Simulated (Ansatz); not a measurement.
Relaxation of Cl₂FHZn (5 atoms, charge 0, multiplicity 1), to a largest force component of 0.03 eV/Å in at most 50 steps.

Method: RKS B3LYP-D4/def2-SVP in Ansatz.

```xyz
5
Properties=species:S:1:pos:R:3
Zn -0.792 0.000 -0.606
Cl 0.146 0.001 2.701
Cl 0.606 0.000 -2.176
F -2.134 0.000 0.483
H -1.142 -0.001 2.347
```

Where does it end, and by what steps?

It converged. After 18 steps the energy has fallen by 0.833 eV; Zn1 moved furthest, 1.03 Å. Parted: Cl2–H5 (1.34 → 2.19 Å). Joined: Zn1–Cl2 (3.44 → 2.18 Å), F4–H5 (2.11 → 0.95 Å).

```csv
step,energy less start (eV),largest force component (eV/Å),accepted
0,0.0000,1.024,yes
1,-0.1074,0.638,yes
2,-0.1933,0.521,yes
3,-0.2202,0.423,yes
4,-0.2312,0.249,yes
5,-0.2373,0.130,yes
6,-0.2462,0.076,yes
7,-0.2586,0.185,yes
8,-0.2850,0.387,yes
9,-0.4204,1.018,yes
10,-0.3254,5.256,no
11,-0.5931,0.979,yes
12,-0.7128,0.744,yes
13,-0.7844,1.415,yes
14,-0.8208,0.260,yes
15,-0.8308,0.108,yes
16,-0.8325,0.069,yes
17,-0.8326,0.131,yes
18,-0.8333,0.026,yes
```

```xyz
5
Properties=species:S:1:pos:R:3
Zn -0.027 -0.001 0.089
Cl 0.336 -0.002 2.235
Cl 0.276 0.002 -2.004
F -2.128 -0.009 0.773
H -1.772 0.010 1.657
```

Whether the end is a true minimum wasn't checked by a vibrational analysis.

Run time: 48 s on 2 threads of Arm Neoverse V1, on a shared host, peak memory 0.19 GiB.
